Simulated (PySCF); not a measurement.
hydrogen iodide (HI), singlet, geometry from GFN2-xTB (core potentials on I). Base run: DF-R2SCAN/def2-SVP run with PySCF.

The PySCF input:
```python
from pyscf import gto, scf, dft

mol = gto.M(
    atom='''
I    -0.00000000   -0.00000000   -0.02909860
H     0.00000000    0.00000000    1.54222583
''',
    basis='def2-svp',
    ecp={'I': 'def2-svp'},
    verbose=5,
)

mf = dft.RKS(mol)
mf.xc = 'r2scan'
mf = mf.density_fit(auxbasis='def2-universal-jkfit')
mf.kernel()
mf.analyze()
```

The base run was repeated with changes; each row names its change, and settings that it needs were set with it.

```csv
change,basis functions,E (Eh),HOMO (eV),HOMO-LUMO gap (eV),dipole (D)
base,31,-298.40830,-6.98,5.93,0.69
basis = LANL2DZ,…,…,…,…,…
basis = def2-SV(P),28,-298.40314,-6.97,5.88,0.70
basis = def2-SVPD,43,-298.41010,-7.09,5.88,0.48
basis = def2-TZVP,…,…,…,…,…
basis = def2-TZVPP,64,-298.42022,-7.08,5.96,0.51
basis = def2-TZVPD,68,-298.41999,-7.09,5.87,0.46
basis = def2-QZVP,112,-298.42203,-7.09,5.92,0.48
basis = def2-QZVPP,112,-298.42203,-7.09,5.92,0.48
```

Fill in the missing entries.


- basis = LANL2DZ, basis functions: 10
- basis = LANL2DZ, E (Eh): -11.97663
- basis = LANL2DZ, HOMO (eV): -7.11
- basis = LANL2DZ, HOMO-LUMO gap (eV): 6.09
- basis = LANL2DZ, dipole (D): 1.00
- basis = def2-TZVP, basis functions: 56
- basis = def2-TZVP, E (Eh): -298.41954
- basis = def2-TZVP, HOMO (eV): -7.07
- basis = def2-TZVP, HOMO-LUMO gap (eV): 5.94
- basis = def2-TZVP, dipole (D): 0.52

Totals compare only among sets that treat the same electrons; sets with core potentials leave the core out.
